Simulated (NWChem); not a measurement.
System: SeCl2; SMILES Cl[Se]Cl

Input file for NWChem:

```
start job
memory heap 200 mb stack 900 mb global 1100 mb
geometry units angstroms noautoz
  Se     0.000000     0.000000     0.687441
  Cl    -1.711116     0.000000    -0.687017
  Cl     1.711116     0.000000    -0.687017
end
basis spherical
  Se library def2-qzvp
  Cl library def2-qzvp
end
dft
  xc xpbe96 cpbe96
  iterations 150
  semidirect filesize 400000000
  mulliken
end
task dft energy
```

NWChem printed, in part:

```
             Northwest Computational Chemistry Package (NWChem) 7.3.0
             --------------------------------------------------------

 C2V symmetry detected

                             Geometry "geometry" -> ""
                             -------------------------

 Output coordinates in angstroms (scale by  1.889725989 to convert to a.u.)

  No.       Tag          Charge          X              Y              Z
 ---- ---------------- ---------- -------------- -------------- --------------
    1 Se                  34.0000     0.00000000     0.00000000     0.68722900
    2 Cl                  17.0000    -1.71111600     0.00000000    -0.68722900
    3 Cl                  17.0000     1.71111600     0.00000000    -0.68722900

 Effective nuclear repulsion energy (a.u.)     323.4079650561

      Symmetry information
      --------------------

 Group name             C2v
 Group number             16
 Group order               4
 No. of unique centers     2

  pbe96 is a nonlocal functional; adding pw91lda local functional.

                                 NWChem DFT Module
                                 -----------------

 Summary of "ao basis" -> "ao basis" (spherical)
 ------------------------------------------------------------------------------
       Tag                 Description            Shells   Functions and Types
 ---------------- ------------------------------  ------  ---------------------
 Se                        def2-qzvp                25       75   11s7p4d2f1g
 Cl                        def2-qzvp                22       70   9s6p4d2f1g

      Symmetry analysis of basis
      --------------------------

        a1         79
        a2         32
        b1         63
        b2         41

            General Information
            -------------------
          SCF calculation type: DFT
          Wavefunction type:  closed shell.
          No. of atoms     :     3
          No. of electrons :    68
           Alpha electrons :    34
            Beta electrons :    34
          Charge           :     0
          Spin multiplicity:     1
          Use of symmetry is: on ; symmetry adaption is: on
          Maximum number of iterations: 150
          AO basis - number of functions:   215
                     number of shells:    69
          Convergence on energy requested:  1.00D-06
          Convergence on density requested:  1.00D-05
          Convergence on gradient requested:  5.00D-04

              XC Information
              --------------
          PerdewBurkeErnzerhof Exchange Functional  1.000
            Perdew 1991 LDA Correlation Functional  1.000 local
           PerdewBurkeErnz. Correlation Functional  1.000 non-local

             Grid Information
             ----------------
          Grid used for XC integration:  medium
          Radial quadrature: Mura-Knowles
          Angular quadrature: Lebedev.
          Tag              B.-S. Rad. Rad. Pts. Rad. Cut. Ang. Pts.
          ---              ---------- --------- --------- ---------
          Se                  1.15      112           9.0       590
          Cl                  1.00       88          11.0       590
          Grid pruning is: on
          Number of quadrature shells:   200
          Spatial weights used:  Erf1

      Superposition of Atomic Density Guess
      -------------------------------------

 Sum of atomic energies:       -3318.83334008

      Non-variational initial energy
      ------------------------------

 Total energy =   -3319.059589
 1-e energy   =   -5259.601422
 2-e energy   =    1617.133868
 HOMO         =      -0.227770
 LUMO         =      -0.076831

      Symmetry analysis of molecular orbitals - initial
      -------------------------------------------------

  Numbering of irreducible representations:

     1 a1          2 a2          3 b1          4 b2

  Orbital symmetries:

     1 a1          2 b1          3 a1          4 a1          5 b1
     6 a1          7 b2          8 b1          9 a1         10 a1
    11 a1         12 b1         13 a1         14 b2         15 b1
    16 a2         17 b1         18 a1         19 b2         20 b1
    21 a1         22 a2         23 a1         24 b2         25 a1
    26 b1         27 a1         28 b1         29 a1         30 b2
    31 a2         32 b1         33 a1         34 b2         35 a1
    36 b1         37 a1         38 b1         39 b2         40 a1
    41 b1         42 a1         43 a1         44 b2

------------------------------------------------------------
EAF file 0: "./job.aoints.0" size=273678336 bytes
------------------------------------------------------------
               write      read    awrite     aread      wait
               -----      ----    ------     -----      ----
     calls:      522         0         0         0         0
   data(b): 2.74e+08  0.00e+00  0.00e+00  0.00e+00
   time(s): 0.00e+00  0.00e+00  0.00e+00  0.00e+00  0.00e+00
rate(mb/s): 0.00e+00  0.00e+00
------------------------------------------------------------

     ---------------------------------------------
      Total Density - Mulliken Population Analysis
     ---------------------------------------------

    Atom       Charge   Shell Charges
 -----------   ------   -------------------------------------------------------
    1 Se  34    33.40   1.83 -0.03  0.19  0.84  1.00  0.24  1.09  0.79  0.44  1.10  0.44  6.00  3.19  2.29  0.56  1.00  1.73  0.58  8.38  1.44  0.21  0.08  0.02  0.00  0.00
    2 Cl  17    17.30   1.64  0.01  0.28  0.31  1.08  0.61  0.43  1.15  0.43  5.83 -0.00  0.67  1.95  2.27  0.61  0.00  0.00  0.01  0.03  0.00  0.00  0.00
    3 Cl  17    17.30   1.64  0.01  0.28  0.31  1.08  0.61  0.43  1.15  0.43  5.83 -0.00  0.67  1.95  2.27  0.61  0.00  0.00  0.01  0.03  0.00  0.00  0.00

   convergence    iter        energy       DeltaE   RMS-Dens  Diis-err
 ---------------- ----- ----------------- --------- --------- ---------
 d= 0,ls=0.0,diis     1  -3321.2554976111 -3.64D+03  4.90D-03  1.21D+01
 d= 0,ls=0.0,diis     2  -3321.1185034110  1.37D-01  8.08D-03  1.60D+00
 d= 0,ls=0.0,diis     3  -3320.7390331284  3.79D-01  5.23D-03  4.34D+00
 d= 0,ls=0.0,diis     4  -3321.3417470310 -6.03D-01  6.15D-04  3.61D-02
 d= 0,ls=0.0,diis     5  -3321.3437628964 -2.02D-03  2.77D-04  1.03D-02
  Resetting Diis
 d= 0,ls=0.0,diis     6  -3321.3446690015 -9.06D-04  8.99D-05  1.11D-03
 d= 0,ls=0.0,diis     7  -3321.3448330893 -1.64D-04  1.03D-05  7.37D-06
 d= 0,ls=0.0,diis     8  -3321.3448327897  3.00D-07  6.31D-06  1.09D-05

         Total DFT energy =    -3321.344832789692
      One electron energy =    -5257.984322124631
           Coulomb energy =     1756.083417937418
    Exchange-Corr. energy =     -142.851893658564
 Nuclear repulsion energy =      323.407965056085

 Numeric. integr. density =       68.000001026367

                  Occupations of the irreducible representations
                  ----------------------------------------------

                     irrep           alpha         beta
                     --------     --------     --------
                     a1               15.0         15.0
                     a2                3.0          3.0
                     b1               10.0         10.0
                     b2                6.0          6.0

                       DFT Final Molecular Orbital Analysis
                       ------------------------------------

 Vector   32  Occ=2.000000D+00  E=-3.055858D-01  Symmetry=a2
              MO Center=  6.5D-14, -5.1D-15, -6.5D-01, r^2= 4.0D+00
   Bfn.  Coefficient  Atom+Function         Bfn.  Coefficient  Atom+Function
  ----- ------------  ---------------      ----- ------------  ---------------
    98      0.299953  2 Cl py               168     -0.299953  3 Cl py
    95      0.286101  2 Cl py               165     -0.286101  3 Cl py
    86     -0.200644  2 Cl py               156      0.200644  3 Cl py
   101      0.130084  2 Cl py               171     -0.130084  3 Cl py
    92      0.110968  2 Cl py               162     -0.110968  3 Cl py

 Vector   33  Occ=2.000000D+00  E=-3.017262D-01  Symmetry=b1
              MO Center= -8.9D-14,  5.6D-15, -6.3D-01, r^2= 4.2D+00
   Bfn.  Coefficient  Atom+Function         Bfn.  Coefficient  Atom+Function
  ----- ------------  ---------------      ----- ------------  ---------------
    97      0.246744  2 Cl px               167      0.246744  3 Cl px
    94      0.232718  2 Cl px               164      0.232718  3 Cl px
    99     -0.185150  2 Cl pz               169      0.185150  3 Cl pz
    96     -0.177438  2 Cl pz               166      0.177438  3 Cl pz
    85     -0.162497  2 Cl px               155     -0.162497  3 Cl px

 Vector   34  Occ=2.000000D+00  E=-2.172539D-01  Symmetry=b2
              MO Center=  2.8D-15,  1.0D-15,  2.6D-01, r^2= 3.1D+00
   Bfn.  Coefficient  Atom+Function         Bfn.  Coefficient  Atom+Function
  ----- ------------  ---------------      ----- ------------  ---------------
    28      0.447361  1 Se py                25      0.338360  1 Se py
    31      0.242732  1 Se py                98     -0.184192  2 Cl py
   168     -0.184192  3 Cl py                95     -0.182445  2 Cl py
   165     -0.182445  3 Cl py                16     -0.176876  1 Se py
    19     -0.124971  1 Se py                86      0.123361  2 Cl py

 Vector   35  Occ=0.000000D+00  E=-1.436658D-01  Symmetry=a1
              MO Center=  3.4D-15, -2.8D-16,  5.4D-02, r^2= 3.9D+00
   Bfn.  Coefficient  Atom+Function         Bfn.  Coefficient  Atom+Function
  ----- ------------  ---------------      ----- ------------  ---------------
    29      0.466562  1 Se pz                32      0.374070  1 Se pz
    11     -0.325561  1 Se s                 26      0.297255  1 Se pz
    10     -0.261843  1 Se s                 84      0.251929  2 Cl s
   154      0.251929  3 Cl s                 97      0.236740  2 Cl px
   167     -0.236740  3 Cl px               100      0.220830  2 Cl px

[...]
```

Level: PBE/def2-QZVP. The geometry was optimised at B3LYP/6-31G* (spherical d).
